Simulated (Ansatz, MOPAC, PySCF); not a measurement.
System: TaH₅, net charge 0, singlet state. SMILES: [TaH5]
Geometry: optimised at B3LYP-D3(BJ)/def2-TZVP (Ansatz, a first-principles code).

Wanted: size of the dipole moment, in D. Conventions: def2 sets with scalar-relativistic core potentials past Kr; LANL2DZ with its own core potentials from Na on; no spin-orbit coupling; dispersion terms only where a functional's name holds one; 6-31G* and kin with 6d, 5d where marked. First-principles rows: single points at B3LYP-D3(BJ) geometries (Ansatz). Semi-empirical rows: dipoles at the shared geometry.

```json
[
 {"level": "PM6", "program": "MOPAC", "size of the dipole moment (D)": "0.38"},
 {"level": "SVWN5/6-31G* with LANL2DZ past Ar", "program": "Ansatz", "size of the dipole moment (D)": "1.65"},
 {"level": "PBE/def2-SVP", "program": "Ansatz", "size of the dipole moment (D)": "1.64"},
 {"level": "PBE/6-31G* with LANL2DZ past Ar", "program": "Ansatz", "size of the dipole moment (D)": "1.71"},
 {"level": "B3LYP/LANL2DZ", "program": "Ansatz", "size of the dipole moment (D)": "1.75"},
 {"level": "B3LYP/6-31G* with LANL2DZ past Ar", "program": "Ansatz", "size of the dipole moment (D)": "1.77"},
 {"level": "M06-2X/6-31G* with LANL2DZ past Ar (5d)", "program": "PySCF", "size of the dipole moment (D)": "1.79"}
]
```

No value to compare with is used here. The 7 habitual levels span 0.38 (PM6) to 1.79 D (M06-2X/6-31G* with LANL2DZ past Ar (5d)).

The levels are drawn from those run, B3LYP/6-31G* more often than the rest, none by its result; left out are runs that failed, that the program found above a lower state of the same kind, or whose <S^2> lies over 0.5 above the pure value.
